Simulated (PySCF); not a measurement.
CH7Si2, SMILES [SiH2]C[SiH3], multiplicity 2.

Geometry optimised at B3LYP-D3(BJ)/def2-SVP. The isomer is the one that the SMILES or the coordinates give; other isomers of the formula were not compared.

The numbers are results of TDA-LC-ωPBE/def2-SVPD (PySCF), not measurements.

Vertical excitations. Gas-phase values at a fixed geometry.

Computed UV-visible absorptions:
```csv
state,energy (eV),λ (nm),f,main pairs
root 1,5.28,235,0.047,"α HOMO→LUMO 52 %, α HOMO→LUMO+1 10 %, α HOMO→LUMO+5 9 %, β HOMO→LUMO 6 %"
root 2,5.50,225,0.010,"β HOMO→LUMO 40 %, β HOMO−1→LUMO 26 %, β HOMO−3→LUMO 11 %, β HOMO−4→LUMO 7 %"
root 3,5.61,221,0.015,"α HOMO→LUMO+3 19 %, β HOMO→LUMO 36 %, β HOMO−1→LUMO 15 %, β HOMO−3→LUMO 12 %"
root 4,5.74,216,0.032,"α HOMO→LUMO+3 39 %, α HOMO→LUMO+1 10 %, β HOMO−1→LUMO 19 %, β HOMO−3→LUMO 10 %"
root 5,6.05,205,0.039,"α HOMO→LUMO+2 42 %, α HOMO→LUMO+1 21 %, α HOMO→LUMO+3 14 %, α HOMO→LUMO 10 %"
root 6,6.62,187,0.068,"α HOMO→LUMO+5 59 %, α HOMO→LUMO 11 %, α HOMO→LUMO+6 10 %"
root 7,7.34,169,0.004,"β HOMO−3→LUMO 35 %, β HOMO−4→LUMO 26 %, β HOMO−1→LUMO 24 %"
root 8,7.56,164,0.011,"α HOMO→LUMO+2 18 %, α HOMO→LUMO+10 15 %, α HOMO→LUMO+7 14 %, α HOMO→LUMO+12 12 %"
root 9,7.70,161,0.089,"α HOMO→LUMO+8 20 %, α HOMO→LUMO+4 16 %, α HOMO→LUMO+13 15 %, α HOMO→LUMO+9 10 %"
root 10,7.93,156,0.001,β HOMO−2→LUMO 66 %
```
Unrestricted roots are not spin-pure.
